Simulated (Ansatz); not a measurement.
Total energies of Ge(eta1-allyl)2H2 (C₆H₁₂Ge) from Ansatz at PBE-D4/def2-TZVP, gas phase (1 Eh = 27.2114 eV = 2625.5 kJ/mol). The reference geometry is relaxed at PBE-D4/def2-SVP.

```
                 state   geometry  energy (Eh)
      charge 0 singlet  reference  -2312.26460
      charge 1 doublet  reference  -2311.97043
free Ge atom (triplet)          –  -2076.60177
 free C atom (triplet)          –    -37.79597
 free H atom (doublet)          –     -0.49962
```

Problem. Work out the vertical ionisation energy to the doublet.

Solution. E(charge 1 doublet) − E(charge 0 singlet) = -2311.97043 − (-2312.26460) = 0.29417 Eh = 8.00 eV. For comparison, −ε of the highest occupied level is 5.67 eV at this level, 2.33 eV less.

Problem. What is the binding energy per atom against free atoms?

Solution. Atoms: 1 × (-2076.60177) + 6 × (-37.79597) + 12 × (-0.49962) = -2309.37303 Eh. Binding: -2309.37303 − (-2312.26460) = 2.89157 Eh = 78.68 eV, or 4.14 eV for each of 19 atoms (no zero-point energy, no counterpoise term).
